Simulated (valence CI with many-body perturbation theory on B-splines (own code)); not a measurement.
# A CI+MBPT run for In XXVIII

Computed by configuration interaction combined with many-body perturbation theory (CI+MBPT): four valence electrons over a frozen Dirac-Fock core [Ar], radial functions for each j: 9 s, 9 p, 10 d, 8 f, 5 g, 3 h, 1 i, with the one-electron correlation potential Σ1 (screened to all orders), the two-electron term Σ2, the three-electron term Σ3, Breit, model QED; selected single and double excitations, second order for the rest (own B-spline code, finite nucleus).

Command, and the settings that its task file holds:

```sh
python run_cv.py task.json out
```

```
atom In  Z=49  mass_number=115  rms_radius_fm=4.6156
core [Ar]
valence 3d4
avg = 1
basis = L
breit = 1
cap = 40000
capref = 1200
cscale = 1
de = 0.0
dress = 0
eps = 2e-08
h = 0.27
hh = 1
l2 = 3
lcore = 6
maxit = 60
n2 = 5
natural = 1
nlev = 60
nno = [6, 6, 7, 6, 4, 3, 1]
nroot = 26
nsp = [3, 3, 3, 2, 1, 0, 0]
pt2 = 1
qed = 1
rpa = 1
s1 = 1
s2 = 1
s3 = 1
screen = 1
tol = 2e-05
```

It took 100 s on 1 thread of Arm Neoverse V2, on a shared host.

Log. The first blocks belong to the next ion, which gives the ionisation energy. Fields: 2J, parity (1 odd), roots, reference size, generating configurations, candidates as configurations/state functions, variational space P, stored matrix elements, Davidson steps; e2 is the range of second-order energies in hartree. The first line gives the box (bohr), its intervals, the orbitals and the steps of their self-consistent field. Window is the range of levels sought, series limit the energy at which the first omitted orbital would enter, core excitation an estimate of the first excitation out of the core, left out the lowest levels not solved, and shifts from estimates the range by which levels moved from their first estimate, all in cm⁻¹.

```
rmax 4.1 intervals 58 orbitals 81 references ['3d4', '3d3 4s', '3d3 4p'] scf 4 t 0.8
2J=3 par=0 roots 2 ref 41 generators 4 cand 3047/7521 P 1513/3920 nnz 4.2e+06 it 5
2J=3 par=0 roots 2 ref 41 generators 6 cand 2980/6907 P 2083/5430 nnz 7.6e+06 it 5
   second order: generators 7 cand 3899/9257 e2 -0.00001 -0.00001
2J=5 par=0 roots 2 ref 45 generators 3 cand 3216/9392 P 1185/3999 nnz 4.4e+06 it 4
2J=5 par=0 roots 2 ref 45 generators 4 cand 3578/9407 P 1998/6353 nnz 1.1e+07 it 4
   second order: generators 7 cand 4317/12001 e2 -0.00002 -0.00001
2J=7 par=0 roots 2 ref 35 generators 2 cand 3174/9640 P 1251/3999 nnz 4.4e+06 it 4
2J=7 par=0 roots 2 ref 35 generators 4 cand 4973/14848 P 2238/7074 nnz 1.3e+07 it 4
   second order: generators 6 cand 3986/11773 e2 -0.00002 -0.00001
reference levels 704, estimated 34, window 577044 1/cm; series limit 9473722, core excitation 1352083
2J=0 par=0 roots 5 ref 19 generators 4 cand 3186/5611 P 3226/6085 nnz 7.1e+06 it 4
2J=0 par=0 roots 5 ref 19 generators 4 cand 1161/2045 P 3819/7160 nnz 1e+07 it 3
   second order: generators 8 cand 9667/25096 e2 -0.00005 -0.00001
2J=2 par=0 roots 4 ref 43 generators 3 cand 4286/19660 P 1508/7998 nnz 1.5e+07 it 4
2J=2 par=0 roots 4 ref 43 generators 3 cand 3212/14205 P 3374/17032 nnz 6.3e+07 it 5
   second order: generators 4 cand 4537/30721 e2 -0.00003 -0.00001
2J=4 par=0 roots 8 ref 61 generators 4 cand 4584/30371 P 1020/8000 nnz 1.5e+07 it 9
2J=4 par=0 roots 8 ref 61 generators 4 cand 3879/24929 P 3609/25267 nnz 1.3e+08 it 10
   second order: generators 6 cand 7602/74261 e2 -0.00005 -0.00002
2J=6 par=0 roots 6 ref 57 generators 3 cand 4616/35105 P 891/7999 nnz 1.6e+07 it 6
2J=6 par=0 roots 6 ref 57 generators 3 cand 4012/29656 P 2927/24224 nnz 1.3e+08 it 7
   second order: generators 4 cand 5176/57965 e2 -0.00010 -0.00006
2J=8 par=0 roots 7 ref 48 generators 4 cand 4558/35076 P 928/8000 nnz 1.5e+07 it 6
2J=8 par=0 roots 7 ref 48 generators 4 cand 3923/29619 P 3082/24877 nnz 1.3e+08 it 7
   second order: generators 5 cand 4969/58016 e2 -0.00010 -0.00007
2J=10 par=0 roots 2 ref 29 generators 2 cand 4314/30434 P 945/8000 nnz 1.7e+07 it 4
2J=10 par=0 roots 2 ref 29 generators 2 cand 3680/24955 P 2782/22461 nnz 1.2e+08 it 5
   second order: generators 2 cand 1843/10494 e2 -0.00004 -0.00003
2J=12 par=0 roots 2 ref 15 generators 2 cand 3820/23881 P 1225/7999 nnz 1.7e+07 it 4
2J=12 par=0 roots 2 ref 15 generators 2 cand 3008/18393 P 2939/18876 nnz 8.4e+07 it 5
   second order: generators 2 cand 1294/7516 e2 -0.00003 -0.00002
left out: unestimated 4859452, estimated none, shifts from estimates -141 to 79
operators 1.3
```

The Davidson iterations converged.

The last digits are not significant, and no measured levels were compared; by estimate large intervals hold to a few tenths of a per cent, small ones and those within an open d or f shell to about a per cent. Core correlation moves these levels by up to 8900 cm⁻¹, and in measured spectra 5 to 20 % of such shifts remained as error; rates that hang on mixing are uncertain with them. Only levels of the ground parity were solved; by the run's estimate the other parity begins above the list, which can be wrong where configurations are misplaced.

- Valence energy: -237.8194 hartree
- Ionisation energy: 1496.8 eV (NIST: 1496 ± 4 eV (theoretical))
- Reference configurations for the orbitals: 3d4, 3d3 4s, 3d3 4p
- Radial orbitals: 81
- Box radius: 4.093 bohr
- Largest variational space: 25267
- Lowest levels: (3d3/2^4) J=0 0.0, (3d3/2^3 3d5/2) J=1 39273, (3d3/2^2 3d5/2^2) J=2 [a] 67684, (3d3/2^2 3d5/2^2) J=3 [a] 86394, (3d3/2^3 3d5/2) J=4 92324, (3d3/2^2 3d5/2^2) J=0 [a] 130340, (3d3/2^2 3d5/2^2) J=4 [a] 139100, (3d3/2^2 3d5/2^2) J=3 [b] 161110, (3d3/2^2 3d5/2^2) J=2 [b] 164810, (3d3/2^2 3d5/2^2) J=5 171430, (3d3/2^2 3d5/2^2) J=1 175170, (3d3/2^2 3d5/2^2) J=6 183820, (3d3/2^2 3d5/2^2) J=4 [b] 200810, (3d3/2^2 3d5/2^2) J=2 [c] 206760 cm⁻¹

Levels are named by their leading jj configuration (3d3/2^4 stands for four electrons in 3d with j = 3/2), which in mixed levels can hold well under half, so a name can repeat and another be missing. Letters in brackets count levels of one name in rising energy.
